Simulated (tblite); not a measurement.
Compound: C₅H₁₂F₃NSi.
Z-matrix (Å and degrees, GFN2-xTB geometry), rows numbered from 1:
```
C 
N   1  1.4538
C   2  1.4594  1  118.34
C   3  1.5338  2  114.63  1    68.38
Si  3  1.9345  2  104.24  1  -168.49
C   5  1.8881  3  109.55  2    56.38
C   3  1.5124  2  109.76  1   -52.79
F   7  1.3508  3  111.05  2  -163.58
F   7  1.3405  3  113.87  2   -44.42
F   7  1.3485  3  114.78  2    77.77
H   1  1.0887  2  109.47  3    66.83
H   1  1.0972  2  114.09  3   -55.18
H   1  1.0886  2  107.82  3  -175.88
H   2  1.0146  1  109.17  3   123.41
H   4  1.0874  3  109.86  2  -179.76
H   4  1.0877  3  109.56  2    61.00
H   4  1.0895  3  111.50  2   -59.66
H   5  1.4647  3  108.59  2  -178.94
H   5  1.4697  3  103.47  2   -62.77
H   6  1.0861  5  111.46  3    71.37
H   6  1.0864  5  110.84  3   -48.41
H   6  1.0851  5  110.58  3  -168.60
```

All values are computed: GFN2-xTB (tblite) harmonic vibrations without scaling, gas phase. Errors from tens to a few hundred cm⁻¹ against measured bands are possible. Modes of hydrogen on silicon can be 10 to 20 % off. One conformer, not necessarily the lowest.

Harmonic wavenumbers (cm⁻¹): 39.6, 77.3, 89.5, 116.8, 147.8, 163.1, 190.2, 205.7, 211.2, 244.1, 271.1, 318.1, 327.5, 365.8, 412.6, 458.7, 482.7, 530.9, 533.6, 609.2, 678.7, 691.2, 772.3, 780.5, 784.3, 825.7, 844.9, 865.8, 932.4, 1028.2, 1041.4, 1053.5, 1081.7, 1113.1, 1128.1, 1156.7, 1182.4, 1248.4, 1361.6, 1398.4, 1408.5, 1426.2, 1460.1, 1468.2, 1488.1, 1495.3, 1497.3, 1505.9, 2218.5, 2265.4, 2901.7, 3013.2, 3022.9, 3029.9, 3031.6, 3037.8, 3040.2, 3043.8, 3052.7, 3372.8.

A = 1342, B = 1008, C = 895.8 MHz; mass 171.069 u (most abundant isotopes); point group C1, symmetry number 1.

Q: Zero-point energy?

A: ½Σν̃ = 36272 cm⁻¹ = 103.71 kcal/mol.

Q: What is S at 500 K and 1 bar for an ideal gas of classical rigid rotors and harmonic oscillators?

A: Translation 43.91, rotation 31.50, vibration 68.32: S = 143.7 cal/(mol K).

Q: And Cp and H(500 K) − H(0)?

A: Cp = 70.73 cal/(mol K), of which vibrations give 62.79 (their classical limit is 60 R = 119.2); H(500 K) − H(0) = 21.27 kcal/mol without the zero-point energy, 17.30 from vibrations.

Q: Which modes carry the vibrational entropy at 500 K?

A: 39.6 cm⁻¹: 6.30; 77.3 cm⁻¹: 4.98; 89.5 cm⁻¹: 4.69; 116.8 cm⁻¹: 4.16; 147.8 cm⁻¹: 3.70; 163.1 cm⁻¹: 3.51 cal/(mol K); the other 54 give 40.98 together.

Q: How do the functions run with temperature in this model?

A: 
```json
{"T (K)": "150", "S (cal/(mol K))": "85.2", "Cp (cal/(mol K))": "31.3", "H − H(0) (kcal/mol)": "2.88", "G − H(0) (kcal/mol)": "-9.90", "ln q(vib)": "4.09"}
{"T (K)": "250", "S (cal/(mol K))": "104.3", "Cp (cal/(mol K))": "44.3", "H − H(0) (kcal/mol)": "6.67", "G − H(0) (kcal/mol)": "-19.41", "ln q(vib)": "7.89"}
{"T (K)": "298.15", "S (cal/(mol K))": "112.6", "Cp (cal/(mol K))": "50.2", "H − H(0) (kcal/mol)": "8.95", "G − H(0) (kcal/mol)": "-24.63", "ln q(vib)": "9.69"}
{"T (K)": "400", "S (cal/(mol K))": "129.0", "Cp (cal/(mol K))": "61.5", "H − H(0) (kcal/mol)": "14.65", "G − H(0) (kcal/mol)": "-36.95", "ln q(vib)": "13.42"}
{"T (K)": "600", "S (cal/(mol K))": "157.3", "Cp (cal/(mol K))": "78.3", "H − H(0) (kcal/mol)": "28.74", "G − H(0) (kcal/mol)": "-65.66", "ln q(vib)": "20.39"}
{"T (K)": "900", "S (cal/(mol K))": "192.4", "Cp (cal/(mol K))": "94.3", "H − H(0) (kcal/mol)": "54.84", "G − H(0) (kcal/mol)": "-118.31", "ln q(vib)": "29.85"}
```

q(vib) and H(0) count from the zero-point level.

Q: What must be added to the electronic energy to get the Gibbs energy at 500 K and 1 bar?

A: ZPE + [H(500 K) − H(0)] − T·S = 103.71 + 21.27 − 71.87 = 53.11 kcal/mol.

Hindered rotation and anharmonicity are outside this model. Other conformers, if any are populated, would add a mixing term that is left out. The structure is chiral; the term R ln 2 for an equal mix with its mirror image is left out.
